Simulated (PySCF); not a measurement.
A structure optimised at B3LYP-D3(BJ)/def2-SVP, used in a PySCF frequency run:

```
Os
O 1 1.7062
O 1 1.7062 2 109.47
O 1 1.7062 2 109.47 3 -120.00
O 1 1.7062 2 109.47 3 120.00
```

Write its SMILES, formula and point group.

[O]=[Os](=[O])(=[O])=[O], O₄Os, Td

What are its rotational constants (standard atomic weights)?

4.0691, 4.0691, 4.0691 GHz
